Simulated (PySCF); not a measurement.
C2H7GeN. Atoms are numbered in the order given.

```xyz
11

Ge    -0.2597     0.4782    -0.0271
N     -1.9142    -0.2571     0.3038
C      1.1253    -0.8019    -0.5099
C      2.1986    -1.0248     0.2547
H     -0.4822     1.4841    -1.1728
H      0.2054     1.1822     1.2623
H     -1.9042    -1.0193     0.9772
H     -2.3978    -0.5790    -0.5308
H      1.0147    -1.3743    -1.4405
H      2.3602    -0.4825     1.1942
H      2.9707    -1.7542    -0.0175
```
Charge 0, spin multiplicity 1.

Coordinates come from a PBE0-D3(BJ)/def2-SVP optimisation. One conformer was computed; it need not be the lowest.

Calculation: KT2/pcSseg-1 run with PySCF.

GIAO shieldings, no solvent; atoms listed in one row are averaged. δ = σ(ref) − σ: ⁷³Ge against GeH4 (σ = 1669.3 ppm); ¹⁵N against NH3 (σ = 266.2 ppm); ¹³C against TMS (σ = 185.1 ppm); ¹H against TMS (σ = 31.47 ppm), references at their B3LYP-D3(BJ)/def2-TZVP geometries, non-relativistic.

| nucleus | atoms | count | δ (ppm) |
|---|---|---|---|
| ⁷³Ge | Ge1 | 1 | 280.0 |
| ¹⁵N | N2 | 1 | 15.0 |
| ¹³C | C3 | 1 | 140.0 |
| ¹³C | C4 | 1 | 131.7 |
| ¹H | H9 | 1 | 6.54 |
| ¹H | H11 | 1 | 6.35 |
| ¹H | H10 | 1 | 6.09 |
| ¹H | H5 | 1 | 5.21 |
| ¹H | H6 | 1 | 4.91 |
| ¹H | H8 | 1 | 0.21 |
| ¹H | H7 | 1 | -0.09 |
